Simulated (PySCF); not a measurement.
Diatomics of Br with the third period

CCSD(T) with double-zeta basis sets in PySCF, for the lowest determinant that a PBE0 search found; no spin–orbit coupling. De refers to high-spin ground-configuration atoms.

| M | basis | reference, frozen orbitals | state (unpaired electrons) | Re (Å) | ωe (cm⁻¹) | De (eV) |
| --- | --- | --- | --- | --- | --- | --- |
| Na | pcseg-1 | RHF, 10 | singlet (closed shell) | 2.543 | 294 | 3.48 |
| Mg | cc-pVDZ/cc-pVDZ-PP | UHF, 5 | doublet (σ ↑) | 2.377 | 378 | 2.50 |
| Al | x2c-SVPall | RHF, 14 | singlet (closed shell) | 2.302 | 393 | 4.39 |
| Si | pcseg-1 | UHF, 14 | doublet (π ↑) | 2.274 | 409 | 3.41 |
| Cl | cc-pVDZ-PP/cc-pV(D+d)Z | RHF, 9 | singlet (closed shell) | 2.189 | 409 | 1.78 |

The shortest bond is that of BrCl (2.189 Å), the longest that of NaBr (2.543 Å). AlBr is bound most strongly (4.39 eV) and BrCl least (1.78 eV).

The rows differ in basis set, which adds steps of its own.

The state changes along the series, so neighbouring rows are not always alike in their bonding.

Correlated steps freeze the inner cores (5 to 14 orbitals); shallow outer-core shells are correlated. Correlated levels converge slowly with the basis: in double zeta they bind strong bonds too weakly, by up to about 1 eV, and carry superposition errors of some tenths. Where the molecule has an RHF reference, its open-shell atoms are computed with UHF. States were picked by a PBE0 search and need not be the measured ground states.
